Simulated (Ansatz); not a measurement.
This geometry of BiClF₂ (4 atoms, charge 0, multiplicity 1) is a first-order saddle point.

Method: RKS B3LYP/def2-SVP (Ansatz).

```xyz
4
Properties=species:S:1:pos:R:3
F -1.103 -0.218 1.905
Bi 0.277 -0.333 0.308
F 1.855 -0.686 -1.053
Cl -0.974 1.176 -1.180
```

**Question.** Which two structures does it join? (They come from a converged band through this point; their orientation in space is the band's.)

**Answer.** No bond is made or broken. The height of Bi2 over the plane of its neighbours goes from -1.07 to 1.07 Å. The two ends are copies of one structure, up to a mirror image or an exchange of like atoms.

Image 0:

```xyz
4
Properties=species:S:1:pos:R:3
F -0.382 -0.109 1.764
Bi -0.255 -0.772 -0.153
F 1.744 -0.451 -0.340
Cl -1.052 1.272 -1.291
```

Image 6:

```xyz
4
Properties=species:S:1:pos:R:3
F -0.643 -0.604 1.581
Bi 0.455 0.577 0.344
F 1.484 -0.947 -0.523
Cl -1.240 0.913 -1.423
```

**Question.** How far does it lie above each of them?

**Answer.** 1.28 eV above the first and 1.28 eV above the second. This is the barrier of this one path; another mechanism may lie lower.

Run time: 65 s on 1 thread of Intel(R) Xeon(R) Platinum 8488C (Sapphire Rapids) (shared host), peak memory 0.17 GiB.
